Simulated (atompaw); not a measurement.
**What one change does to a pseudopotential (zirconium, PAW (atompaw))**

* Element: zirconium
* Generator: atompaw 4.2.0.5
* Type: PAW
* Functional: PBE
* Relativity: scalar-relativistic
* Frozen core: [Ar] 3d10
* Valence charge: 12
* Reference configuration: 4s2 4p6 4d2 5s1.5 5p0.5
* Partial waves: 4s (bound): rc 1.50 bohr; 5s (bound): rc 2.20 bohr; 4p (bound): rc 2.00 bohr; 5p (bound): rc 2.20 bohr; 4d (bound): rc 2.20 bohr; 4d channel at 2.65 Ry: rc 2.20 bohr
* Local potential: ultrasoft scheme with l = 3 at 1 Ry, radius 1.80 bohr
* Core correction: smooth core density matched at 2.20 bohr
* Augmentation charge: besselshape compensation charge, radius 1.90 bohr; PAW radius 2.20 bohr; waves and projectors: custom polynom2 7 10 vanderbiltortho

Change: augmentation besselshape compensation charge, radius 1.90 bohr; PAW radius 2.20 bohr; waves and projectors: custom polynom vanderbiltortho.

Cutoffs: the cutoffs (Ry, on a coarse ladder) from which the occupation-weighted sum of valence levels, in a spherical-Bessel basis at the reference potential, stays within 10 and 1 mRy of its value at 400 Ry; they do not see the model core or the augmentation charge, which bear on the density cutoff.

Q: What does the change do?

A: The potential gets harder (21 Ry and 25 Ry → 25 Ry and 35 Ry); neither file shows a bound ghost.

| quantity | base | changed |
| --- | --- | --- |
| cutoff, loose | 21 Ry | 25 Ry |
| cutoff, tight | 25 Ry | 35 Ry |
| loose cutoff by channel (10 mRy a level) | s 12 Ry, p 15 Ry, d 15 Ry | s 10 Ry, p 15 Ry, d 15 Ry |
| bound ghosts | none | none |
| s: phases at 2.21 bohr within 0.05 rad from the reference energy up to (Ry; the scan ends near 5) | 1.0 | 1.5 |
| p: phases at 2.21 bohr within 0.05 rad from the reference energy up to (Ry; the scan ends near 5) | 1.7 | 2.1 |
| d: phases at 2.21 bohr within 0.05 rad from the reference energy up to (Ry; the scan ends near 5) | to the end of the scan | to the end of the scan |
| lowest overlap eigenvalue by channel | s 0.62, p 0.67, d 0.90 | s 0.73, p 0.80, d 0.91 |

 The cutoffs see the waves, projectors and local potential, not the compensation charge or the core.
